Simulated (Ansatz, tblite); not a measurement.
Removing and adding an electron: tetraphenylgermane (C24H20Ge). The state is a singlet with charge 0. Geometry: PBE-D4/def2-SVP. Ansatz, gas phase; energy differences of separate SCF runs; the oxidised species was run as a doublet alone; the reduced species was run as a doublet alone.

```tsv
atom	x (Å)	y (Å)	z (Å)
C1	3.661	-0.711	-3.006
C2	3.845	0.051	-1.841
C3	2.775	0.243	-0.952
C4	1.508	-0.320	-1.216
Ge5	0.000	0.000	0.000
C6	-0.827	1.732	-0.412
C7	-2.160	1.999	-0.035
C8	-2.741	3.252	-0.292
C9	-1.995	4.254	-0.932
C10	-0.669	3.999	-1.316
C11	-0.090	2.746	-1.059
C12	0.661	0.004	1.848
C13	1.676	-0.891	2.249
C14	2.122	-0.920	3.581
C15	1.558	-0.052	4.529
C16	0.550	0.846	4.141
C17	0.107	0.874	2.809
C18	-1.341	-1.415	-0.221
C19	-2.290	-1.349	-1.264
C20	-3.225	-2.381	-1.449
C21	-3.225	-3.492	-0.590
C22	-2.288	-3.567	0.454
C23	-1.355	-2.534	0.637
C24	1.338	-1.087	-2.387
C25	2.406	-1.280	-3.278
H26	4.499	-0.864	-3.704
H27	4.829	0.494	-1.622
H28	2.934	0.833	-0.034
H29	-2.759	1.216	0.458
H30	-3.783	3.446	0.007
H31	-2.450	5.235	-1.136
H32	-0.082	4.781	-1.823
H33	0.949	2.553	-1.373
H34	2.134	-1.570	1.511
H35	2.916	-1.622	3.880
H36	1.907	-0.072	5.573
H37	0.110	1.533	4.881
H38	-0.678	1.589	2.513
H39	-2.308	-0.476	-1.937
H40	-3.962	-2.316	-2.265
H41	-3.959	-4.300	-0.732
H42	-2.288	-4.434	1.133
H43	-0.631	-2.598	1.466
H44	0.360	-1.545	-2.605
H45	2.259	-1.882	-4.188
```

The xTB rows come from tblite. Single mean-field runs in def2-TZVP are fitted with def2-universal-jkfit. HOMO above LUMO, or a gap near zero within one spin, warns that the state may not be the lowest or that an electron is smeared out.

```json
{"level": "GFN1-xTB", "−HOMO (eV)": "11.50", "vertical IE (eV)": "13.17", "−LUMO (eV)": "7.41", "vertical EA (eV)": "5.75", "HOMO–LUMO gap (eV)": "4.10", "IE − EA (eV)": "7.42", "remarks": "–"}
{"level": "GFN2-xTB", "−HOMO (eV)": "10.45", "vertical IE (eV)": "12.18", "−LUMO (eV)": "6.41", "vertical EA (eV)": "4.71", "HOMO–LUMO gap (eV)": "4.04", "IE − EA (eV)": "7.46", "remarks": "–"}
{"level": "PBE-D4/def2-TZVP", "−HOMO (eV)": "6.11", "vertical IE (eV)": "7.81", "−LUMO (eV)": "1.62", "vertical EA (eV)": "0.11", "HOMO–LUMO gap (eV)": "4.48", "IE − EA (eV)": "7.70", "remarks": "HOMO above zero (-1 doublet), gap within one spin near zero (+1 doublet)"}
{"level": "revPBE-D4/def2-TZVP", "−HOMO (eV)": "6.03", "vertical IE (eV)": "7.83", "−LUMO (eV)": "1.52", "vertical EA (eV)": "0.12", "HOMO–LUMO gap (eV)": "4.51", "IE − EA (eV)": "7.72", "remarks": "HOMO above zero (-1 doublet), gap within one spin near zero (+1 doublet)"}
{"level": "PBE0-D4/def2-TZVP", "−HOMO (eV)": "7.09", "vertical IE (eV)": "8.30", "−LUMO (eV)": "0.78", "vertical EA (eV)": "-0.26", "HOMO–LUMO gap (eV)": "6.30", "IE − EA (eV)": "8.56", "remarks": "HOMO above zero (-1 doublet)"}
```

   A HOMO above zero means that the electron is unbound at that level or that self-interaction error raises the level; the energy of removing that electron tells which. Raw xTB energy differences between charge states are shifted by several eV; the methods need an empirical correction for them. Sets without diffuse functions give affinities that are too small. A negative affinity means that the extra electron isn't bound; its size then hangs on the basis.
